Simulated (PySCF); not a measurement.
Ti(OH)2(NH2)2 (H₆N₂O₂Ti), SMILES [NH2][Ti]([NH2])([OH])[OH], multiplicity 1. Coordinates come from a B3LYP-D3(BJ)/def2-SVP optimisation. The multiplicity is an assumed one; no other spin state was optimised. The structure was generated by enumeration; whether it is a known compound was not checked. Other conformers were not sampled.

Question: Give the equilibrium geometry at B3LYP-D3(BJ)/def2-SVP (PySCF confirms it by a frequency run) as bond lengths and angles. (An estimate is asked for; the answer gives what the named calculation found.)

Answer: One answer among several that fit: 
Atoms: Ti1 O2 H3 O4 H5 N6 H7 H8 N9 H10 H11. Bond lengths (Å): Ti1–O2 1.804, Ti1–O4 1.806, Ti1–N6 1.886, Ti1–N9 1.883, O2–H3 0.964, O4–H5 0.964, N6–H7 1.019, N6–H8 1.017, N9–H10 1.018, N9–H11 1.019. Bond angles (°): O2–Ti1–O4 111.8, O2–Ti1–N6 110.4, O2–Ti1–N9 107.1, O4–Ti1–N6 107.5, O4–Ti1–N9 112.4, N6–Ti1–N9 107.6, Ti1–O2–H3 127.9, Ti1–O4–H5 129.0, Ti1–N6–H7 123.0, Ti1–N6–H8 125.4, H7–N6–H8 110.1, Ti1–N9–H10 124.0, Ti1–N9–H11 124.8, H10–N9–H11 110.1.
Charge 0, spin multiplicity 1.
